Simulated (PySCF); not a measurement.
**NMR data sheet: C8H8N2**

```yaml
Formula: C8H8N2
SMILES: C#Cc1cc(C)c(C)nn1
Point_group_of_the_computed_structure: Cs
Degrees_of_unsaturation: 6
Carbon_signals: 8
Proton_signals: 4
```

Structure with atom numbers: `[CH:1]#[C:2][c:3]1[cH:4][c:5]([CH3:6])[c:7]([CH3:8])[n:9][n:10]1`. Hydrogens are named by the atom that carries them.

[PySCF 2.14: PBE0/pcSseg-1 with gauge-including orbitals; GFN2-xTB geometry; a single conformation; equivalent nuclei averaged; no relativistic terms; in vacuum]

Chemical shifts δ = σref − σ; 1H and 13C against TMS; NH3 for 15N, all at this level.

```tsv
carbon	δC, type	δH (multiplicity)	HMBC from (2–3 bonds)	span of the C tensor (ppm)
C1	90.5, CH	3.02 (s)	–	172
C2	87.1, C	–	H(C4), H(C1)	296
C3	149.7, C	–	H(C4), H(C1)	237
C4	136.9, CH	7.45 (s)	H(C6)	217
C5	138.7, C	–	H(C4), H(C8), H(C6)	244
C6	21.4, CH3	2.31 (s)	H(C4)	32
C7	160.4, C	–	H(C4), H(C8), H(C6)	234
C8	23.8, CH3	2.86 (s)	–	34
```

Other nuclei:
| atoms | nucleus | environment | δ (ppm) | σ (ppm) |
| --- | --- | --- | --- | --- |
| N10 | 15N | pyridine-type ring nitrogen | 468.2 | -200.4 |
| N9 | 15N | pyridine-type ring nitrogen | 455.3 | -187.6 |

- Carbon types of the structure: 4 × C, 2 × CH, 2 × CH3, which accounts for all hydrogens.
- δC 160.4, 149.7: substituted aromatic carbon next to a ring nitrogen.
- δC 138.7: substituted aromatic carbon.
- δC 136.9: aromatic CH; the aromatic region.
- δC 90.5: terminal alkyne carbon; sp carbons lie upfield of alkene carbons because the cylindrical π system leaves one tensor component strongly shielded.
- δC 87.1: alkyne carbon; the triple bond shields along its axis, which puts it between sp3 and sp2 carbons.

Shifts are as computed. Against solution values, carbons near 30 ppm lie about +3 ppm off and those near 130 ppm about +5 ppm. Of 1211 compounds with measured shifts, 218 miss one by over three times the rms of a fit or turn the order of signals round; such compounds aren't used in these exercises. Experimental scales use liquid or dissolved standards, which lie at an offset from isolated NH3 (liquid NH3: subtract about 20 ppm). Unscaled 15N shifts of sp2 nitrogen come out 20 to 40 ppm too high even then. No couplings were computed; multiplicities are counted from neighbouring protons, with m where these are inequivalent, close in shift, in a saturated or five-membered ring or joined by F or P, and br s for small geminal =CH2 splittings.
